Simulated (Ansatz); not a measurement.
C3H6OSSi (`C=C=C(O)[SiH2]S`). Total charge 0; spin multiplicity 1. All single points use the PBE0-D4/def2-TZVP geometry. It is one conformer, not always the lowest.

```xyz
12

C     0.378    1.234   -2.020
C     0.326    0.870   -0.771
C     0.232    0.466    0.470
O     0.987    0.932    1.514
Si   -1.027   -0.851    0.894
S    -0.132   -2.622    1.678
H     1.037    0.741   -2.730
H    -0.235    2.048   -2.400
H     1.605    1.594    1.185
H    -1.787   -1.118   -0.350
H    -1.917   -0.385    1.985
H     0.534   -2.910    0.546
```

(1) What is the dipole moment at ωB97M-V/def2-TZVPP? (Best estimate.)

(2) And with PBE, r2SCAN, B3LYP? (Estimate.)

(3) Give the Mulliken charges with ωB97M-V, B3LYP, PBE in def2-TZVPP. (An estimate is asked.)

## Answers

(1) Computed: 2.64 D, with components (0.81, 1.38, -2.10) D in this frame, pointing from negative to positive charge.

(2) Ansatz gave: PBE 2.50 D, r2SCAN 2.61 D, B3LYP 2.59 D.

(3) Computed: 
```tsv
atom	ωB97M-V	B3LYP	PBE
C1	-0.21	-0.22	-0.19
C2	-0.03	-0.01	-0.03
C3	-0.01	0.00	0.01
O4	-0.28	-0.30	-0.26
Si5	0.28	0.37	0.29
S6	-0.25	-0.26	-0.25
H7	0.12	0.12	0.11
H8	0.12	0.12	0.11
H9	0.17	0.19	0.19
H10	-0.02	-0.06	-0.05
H11	-0.02	-0.06	-0.05
H12	0.12	0.11	0.12
```

B3LYP here is the variant with VWN-RPA as its local correlation; programs differ in this.
